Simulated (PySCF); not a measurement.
**Correlation energy of Ar¹⁶⁺ (argon, charge +16)**

Starting occupation: 1s2. Computed with PySCF 2.14 in an uncontracted even-tempered set (17 s from 1.3 bohr⁻², ratio 2.6; 10 p from 1.7 bohr⁻², ratio 2.6; 6 d from 1.8 bohr⁻², ratio 2.8; 3 f from 85 bohr⁻², ratio 2.8), with X2C-1e with screened-nucleus spin-orbit coupling, Gaussian nucleus. Frozen: nothing; 2 electrons correlated; the 28 highest virtual spinors left out.

Total MP2 correlation energy: -45.46 mhartree.

With two correlated electrons CCSD is exact within the correlated space (frozen core and kept virtual orbitals).

The virtual space was cut to 52 spinors, which keep -43.06 of the -45.46 mhartree of MP2 correlation.

```
level  correlation energy (mhartree)
 CCSD                         -43.86
```

Diagnostics: T1 = 7.1e-06, largest double amplitude 0.003.

Cost of the coupled-cluster step: roughly 4 core-seconds, for 2 occupied and 52 virtual spinors.

Iterations:

```
Init t2, MP2 energy = -0.0430572877131848
CCSD nocc = 2, nmo = 54
Init t2, MP2 energy = -0.0430572877131848
Init E_corr(GCCSD) = -0.0430572877131848
cycle = 1  E_corr(GCCSD) = -0.0438431517405566  dE = -0.000785864027  norm(t1,t2) = 0.000209309
cycle = 2  E_corr(GCCSD) = -0.043862648830353  dE = -1.94970898e-05  norm(t1,t2) = 6.26813e-06
cycle = 3  E_corr(GCCSD) = -0.0438632202132021  dE = -5.71382849e-07  norm(t1,t2) = 2.16849e-07
cycle = 4  E_corr(GCCSD) = -0.0438632193120221  dE = 9.01179964e-10  norm(t1,t2) = 2.07584e-09
GCCSD converged
E(GCCSD) = -314.2056432878534  E_corr = -0.04386321931202209
```

The coupled-cluster values are those of the cut space; adding the MP2 remainder, -2.40 mhartree, estimates the full space.
